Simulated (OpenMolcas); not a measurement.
## Ti3+: moving or changing the point charges

Ti3+ among 5 point charges of -2 e arranged as a trigonal bipyramid (D3h), 1.7 Å from the ion, with the axial distance 1.751 Å. The active orbitals were held to one l.

- Program: OpenMolcas
- Method: CASSCF
- Basis: ANO-RCC-VTZP [6s5p3d2f1g]
- Scalar Hamiltonian: DKH2, point nucleus
- Active space: 1 electron in 5 orbitals (3d)
- State averaging: 2S+1 = 2 even, 5 roots
- Spin-orbit coupling: RASSI with atomic mean-field integrals over the reference wave functions

Runs around this geometry, states (labels of D3, the rotations of D3h). Energies in cm-1 above the lowest state or level, χT in cm3 K/mol.

| R (Å) | Axial / equatorial distance | Ground state | First state of that spin | First gap with spin-orbit (degeneracies) | χT at 300 K |
| --- | --- | --- | --- | --- | --- |
| 1.7 | 1.03 | 2E | 2E 4230 | 126.6 (2, 2) | 0.432 |
| 1.84 | 1.03 | 2E | 2E 2083 | 133.1 (2, 2) | 0.436 |
| 1.7 | 1.11 | 2E | 2E 6418 | 134.2 (2, 2) | 0.425 |

Taking the first state of the same spin as R^-n, n = -ln(2083 / 4230) / ln(1.84 / 1.7) = 9.0 between the shortest and longest distance.

An orbital doublet at a regular site is open to a Jahn-Teller distortion, which this geometry leaves out. Point charges carry no covalency, so the field is a model and not that of real ligands. No measured value stands beside these numbers.
